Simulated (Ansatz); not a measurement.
A made-up structure of CH$_{2}$NTe (charge +1), singlet:

```
5
angstrom
N -1.0948 -0.7241 -0.2170
C -0.1559 -0.2160 0.1978
Te 1.5013 0.6375 1.0176
H 2.3776 1.0289 2.4087
H 1.6694 1.4703 -0.4107
```

It is relaxed with PBE-D4/def2-SVP and then PBE0-D4/def2-TZVP (Ansatz 0.2.0). Atoms count as bonded within 1.22 times the sum of their covalent radii (H–H: 0.88 Å). The end point is not checked to be a true minimum.

Does its bonding change? (A judgement: the text doesn't fix the answer.)

Computed: No: no bond forms or breaks.

Where it ends: The first stage lowers the energy by 2.72 eV in 10 steps. It ends as CH₂NTe ([N][C][TeH2]), total charge +1:
```
5
angstrom
N -1.0820 -0.5727 0.1386
C -0.0038 -0.2186 0.3322
Te 1.9446 0.2617 0.6352
H 1.6258 1.0231 2.0855
H 1.8130 1.7031 -0.1951
```

Labels in which every atom is bracketed show which atoms are joined, not bond orders.

For scale, one of the runs: PBE0-D4/def2-TZVP relaxation, 124 basis functions, launched by `ansatz run in.yaml --threads 2 --pin off --events-out ev --progress --plain --max-ram 4352MiB`. The run took about 11 s on 2 CPU threads of an Arm Neoverse V2 (shared host).
